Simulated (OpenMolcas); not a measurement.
## O3+: effect of correlating more closed shells

| Quantity | Value |
| --- | --- |
| Program | OpenMolcas |
| Basis | ANO-RCC-VTZP [4s3p2d1f] |
| Scalar Hamiltonian | DKH2, point nucleus |
| Active space | 3 electrons in 4 orbitals (2s 2p) |
| State averaging | 2S+1 = 4 odd, 1 root; 2S+1 = 2 odd, 11 roots; 2S+1 = 4 even, 3 roots; 2S+1 = 2 even, 9 roots |
| Spin-orbit coupling | state interaction with AMFI integrals over the reference wave functions, term energies averaged over their components |

Methods on the same reference wave functions:
A. CASSCF
B. MS-CASPT2, IPEA 0.25 Eh, imaginary shift 0.1 Eh (closed shells correlated: none)
C. MS-CASPT2, IPEA 0.25 Eh, imaginary shift 0.1 Eh (closed shells correlated: 1s)

Energies in cm-1 above 2s2 2p 2P* 1/2, the measured ground level; measured values from Moore, Selected Tables of Atomic Spectra, NSRDS-NBS 3, section 10.

```tsv
Level	A	B	C	Measured
2s2 2p 2P* 1/2	0.0	0.0	0.0	0.0
2s2 2p 2P* 3/2	359	360	360	386
2s 2p2 4P 1/2	65509	70100	70040	71440
2s 2p2 4P 3/2	65640	70230	70180	71570
2s 2p2 4P 5/2	65857	70440	70390	71756
2s 2p2 2D 3/2	132699	127850	127660	126950
2s 2p2 2D 5/2	132700	127850	127660	126936
2s 2p2 2S 1/2	169166	165970	165820	164366
2s 2p2 2P 1/2	191593	183570	183070	180481
2s 2p2 2P 3/2	191845	183820	183320	180724
2p3 4S* 3/2	228880	231820	231060	231538
2p3 2D* 3/2	265357	257410	256890	255185
2p3 2D* 5/2	265359	257410	256900	255156
2p3 2P* 1/2	301631	292250	291760	289015
2p3 2P* 3/2	301649	292260	291780	289024
```

Deviations, from unrounded energies. A percentage is the sum of absolute deviations over the sum of measured energies, with the sign that they share, or ± where signs differ.

| Against measurement | Levels | A | B | C |
| --- | --- | --- | --- | --- |
| mean absolute deviation (cm-1) | 14 | 7500 | 1800 | 1500 |
| fine structure of the ground term (%) | 1 | -6.9 | -6.6 | -6.6 |
| other configurations (%) | 13 | ±4.5 | ±1.1 | ±0.9 |

C lies closest to measurement on these levels and A furthest from it. The largest miss of C in the table is 2p3 2P* 3/2, by +2800 cm-1. The ranking rests on the paired levels alone, and a cruder setting can come out closer through cancelling errors.

Between B and C the level of the table that moves most is 2p3 4S* 3/2, by 760 cm-1 (lowest in C, highest in B). Moves below CASPT2's spread within the term are not significant.

The mean deviations of B to C differ by less than CASPT2's widest spread within a term (710 cm-1), so their order carries little weight.

The lowest spin-free term lies below A's lowest term by 0.036 hartree in B, 0.040 hartree in C.

What an inner shell adds also hangs on whether the basis holds functions to correlate it.

CASPT2 does not keep the components of a term degenerate, so their means are used; among the terms shown or strongly mixed into the levels shown the widest spread is 710 cm-1 (2p3 2D*, B). Computed and measured levels are paired by configuration, term and J; levels that our copy of the source lacks, or whose pairing is in doubt (as where it misses far off the trend of its configuration), stay unpaired and out of the deviations. Levels of configurations outside the active space are missing.

* marks odd parity.
